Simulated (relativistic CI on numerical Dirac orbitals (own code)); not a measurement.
# Line list: Forbidden lines, Ba³⁴⁺

These numbers are calculated, not measured: Dirac-Coulomb-Breit CI, separate exchange-only KLI orbitals for each configuration, a model potential for QED, unscaled Slater integrals (own radial code, finite nucleus).

Configuration list (outside the closed core [Ne]): 3s2.3p6.3d4, 3s2.3p5.3d5, 3s.3p6.3d5, 3s2.3p6.3d3.4s, 3s2.3p6.3d3.4p, 3s2.3p6.3d3.4d, 3s2.3p5.3d4.4s, 3s2.3p6.3d3.4f, 3s.3p6.3d4.4s, 3p6.3d5.4p, 3s2.3p6.3d3.5s, 3p6.3d6, 3p5.3d7, 3p5.3d6.4s, 3p6.3d5.4s, 3p5.3d5.4s2, 3s2.3p6.3d2.4s2, 3s2.3p6.3d.4s2.4p, 3s2.3p6.3d.4s2.4d. Double excitations out of closed p, d and f shells are left out; levels of such configurations are missing from the list, as are those of other unlisted configurations, and high levels can miss mixing partners.

```csv
λ vac (nm),Lower,Upper,Type,A (s⁻¹),gf,Branching (%)
32.968,3s2.3p6.3d4 5D_3 [5],3s2.3p6.3d4 3F_4 [22],M1,6.12e+03,8.98e-07,10.5
34.442,3s2.3p6.3d4 5D_2 [3],3s2.3p6.3d4 3F_3 [18],M1,1.56e+04,1.94e-06,11.4
36.550,3s2.3p6.3d4 5D_2 [3],3s2.3p6.3d4 3F_2 [17],M1,1.21e+04,1.21e-06,10.7
40.439,3s2.3p6.3d4 5D_3 [5],3s2.3p6.3d4 3F_2 [17],M1,9.00e+04,1.10e-05,79.5
43.098,3s2.3p6.3d4 5D_3 [5],3s2.3p6.3d4 3F_4 [16],M1,1.68e+04,4.21e-06,17.5
45.883,3s2.3p6.3d4 5D_0 [6],3s2.3p6.3d4 3D_1 [20],M1,7.01e+04,6.64e-06,37.9
46.466,3s2.3p6.3d4 5D_4 [7],3s2.3p6.3d4 3F_4 [22],M1,2.62e+04,7.64e-06,44.8
49.977,3s2.3p6.3d4 5D_4 [7],3s2.3p6.3d4 3G_5 [19],M1,8.35e+03,3.44e-06,13.6
51.251,3s2.3p6.3d4 3G_3 [9],3s2.3p6.3d4 3F_4 [22],M1,1.91e+04,6.78e-06,32.7
51.798,3s2.3p6.3d4 3F_4 [4],3s2.3p6.3d4 3F_3 [15],M1,3.36e+04,9.45e-06,84.2
52.804,3s2.3p6.3d4 5D_1 [2],3s2.3p6.3d4 3F_2 [8],M1,5.94e+04,1.24e-05,74.1
53.380,3s2.3p6.3d4 3F_2 [8],3s2.3p6.3d4 3D_1 [20],M1,5.48e+04,7.02e-06,29.6
58.883,3s2.3p6.3d4 5D_2 [3],3s2.3p6.3d4 3P_1 [11],M1,7.06e+04,1.10e-05,92.3
59.823,3s2.3p6.3d4 3H_5 [10],3s2.3p6.3d4 1I_6 [21],M1,3.09e+04,2.15e-05,54.2
62.709,3s2.3p6.3d4 3H_5 [10],3s2.3p6.3d4 3G_5 [19],M1,1.87e+04,1.21e-05,30.6
62.985,3s2.3p6.3d4 5D_1 [2],3s2.3p6.3d4 5D_0 [6],M1,1.52e+05,9.03e-06,100.0
63.822,3s2.3p6.3d4 3F_2 [8],3s2.3p6.3d4 3F_3 [18],M1,5.95e+04,2.54e-05,43.6
64.176,3s2.3p6.3d4 3G_3 [9],3s2.3p6.3d4 3F_3 [18],M1,5.02e+04,2.17e-05,36.8
66.154,3s2.3p6.3d4 3P_1 [11],3s2.3p6.3d4 3D_1 [20],M1,3.33e+04,6.56e-06,18.0
66.340,3s2.3p6.3d4 3H_6 [12],3s2.3p6.3d4 1I_6 [21],M1,2.61e+04,2.24e-05,45.8
69.482,3s2.3p6.3d4 5D_4 [7],3s2.3p6.3d4 3F_4 [16],M1,6.60e+04,4.30e-05,68.7
69.908,3s2.3p6.3d4 3H_6 [12],3s2.3p6.3d4 3G_5 [19],M1,1.31e+04,1.06e-05,21.4
71.882,3s2.3p6.3d4 3F_4 [4],3s2.3p6.3d4 3H_5 [10],M1,2.03e+04,1.73e-05,96.5
74.338,3s2.3p6.3d4 5D_2 [3],3s2.3p6.3d4 3G_3 [9],M1,1.94e+04,1.12e-05,43.6
74.819,3s2.3p6.3d4 5D_2 [3],3s2.3p6.3d4 3F_2 [8],M1,2.07e+04,8.67e-06,25.8
80.757,3s2.3p6.3d4 3G_3 [9],3s2.3p6.3d4 3F_4 [16],M1,8.10e+03,7.12e-06,8.4
85.913,3s2.3p6.3d4 3G_4 [13],3s2.3p6.3d4 3G_5 [19],M1,1.96e+04,2.39e-05,32.0
92.419,3s2.3p6.3d4 5D_3 [5],3s2.3p6.3d4 3G_3 [9],M1,2.44e+04,2.19e-05,54.8
100.41,3s2.3p6.3d4 3P_0 [1],3s2.3p6.3d4 5D_1 [2],M1,3.02e+04,1.37e-05,100.0
101.53,3s2.3p6.3d4 3F_4 [4],3s2.3p6.3d4 5D_4 [7],M1,2.90e+04,4.03e-05,85.7
```

Terms are leading LS components. Brackets give the number of a level in order of energy, since labels repeat. The list gives strong lines, with weight on those to low levels, among the lowest 200 of 2413 levels, so that lines to higher ones, which can be the strongest, are missing. Levels whose partners in the same complex of configurations lie outside the list can be far off, and so can their lines. Rates are taken at the computed energies, electric ones in the length gauge.

At this charge energies of transitions that change n are usually good to better than 1 %, and those within a shell (Δn = 0) to a few per cent. Terms inside the open d or f shell come out 10 to 20 % too wide with unscaled integrals.

Task: From the table, what is the radiative lifetime of 3s2.3p6.3d4 3G_5?

Result: The listed rates from this level add up to about 5.98e+04 s⁻¹, 98 % of its decay; with all channels τ = 1.63e-05 s.

LS names give the leading component of a level, which can be under half, so a name can repeat, a term be missing and a line seem to break the LS rules.
